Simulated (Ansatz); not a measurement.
Geometry optimisation of the cluster Sr₇⁻.

```yaml
crystal:
  periodic: [false, false, false]
  atoms:
    - {symbol: Sr, position_ang: [-1.078570, -2.244400, -3.376160]}
    - {symbol: Sr, position_ang: [1.220970, 0.613940, -0.145150]}
    - {symbol: Sr, position_ang: [-2.761930, 0.103100, 0.811970]}
    - {symbol: Sr, position_ang: [-5.096940, -1.938150, 2.375230]}
    - {symbol: Sr, position_ang: [4.678360, 1.672520, -0.408560]}
    - {symbol: Sr, position_ang: [3.537080, 0.312400, 0.967660]}
    - {symbol: Sr, position_ang: [-0.498970, 1.480580, -0.224990]}
basis:
  gaussian: {orbitals: def2-SVPD}
total_charge: -1
magnetization: {spin_polarized: true, initial_magnetization: 1}
hamiltonian: {xc: r2scan}
scf: {lower_state_search: "off"}
output: {orbitals: {seedname: orbitals}}
relax: {f_tol: 0.02, max_steps: 100}
```

```sh
$ ansatz run in.yaml --threads 4 --pin off --events-out ev --progress --plain --max-ram 4787MiB
```

It prints (some lines left out):

```
Functional definition: r2SCAN
Error: SIGTERM received: run cancelled behind 47 evaluations of the mean field
```

Run time 8.3 min (4 threads of Arm Neoverse V2 on a shared host), peak host memory 0.99 GiB.

In the def2 sets Sr takes a core potential; there is no spin–orbit coupling. The relaxation made no stability test and no search for a lower SCF solution. The structure comes from a short search, and lower isomers may exist.
